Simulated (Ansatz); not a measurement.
B2Cl3, doublet, at a GFN2-xTB geometry, atoms displaced at random by about 0.05 Å a coordinate. Base run: PBE0/6-31G run with Ansatz (a quantum-chemistry and plane-wave program).

Ansatz was given this input:
Ansatz 0.2 input:
```yaml
crystal:
  periodic: [false, false, false]
  atoms:
    - {symbol: Cl, position_ang: [2.72235051, -0.42727553, -0.07787251]}
    - {symbol: B, position_ang: [0.95167206, -0.13270820, -0.00883973]}
    - {symbol: B, position_ang: [-0.54956954, 0.10133532, 0.00906967]}
    - {symbol: Cl, position_ang: [-1.15768463, 1.72476635, 0.04412787]}
    - {symbol: Cl, position_ang: [-1.61911033, -1.29909376, 0.11590261]}
basis:
  gaussian:
    orbitals: 6-31G
hamiltonian:
  xc: pbe0
magnetization: {spin_polarized: true, initial_magnetization: 1}
relax: {}
```

Each row names what was changed in the base input (with any setting that the change needs).

| change | ΔE vs base (kJ/mol) | optimiser steps | core-seconds (rough) |
|---|---|---|---|
| base | 0.00 | 6 | 20 |
| relax = escape_saddle: false | 0.00 | 6 | 20 |
| relax = f_tol: 0.002 | 0.00 | 7 | 20 |
| relax = max_displacement: 0.02 | 0.00 | 6 | 20 |
| relax = f_tol: 0.0005 | 0.00 | 7 | 30 |
| relax = f_tol: 0.1 | 0.04 | 4 | 10 |
| relax = f_tol: 0.05 | 0.01 | 5 | 20 |
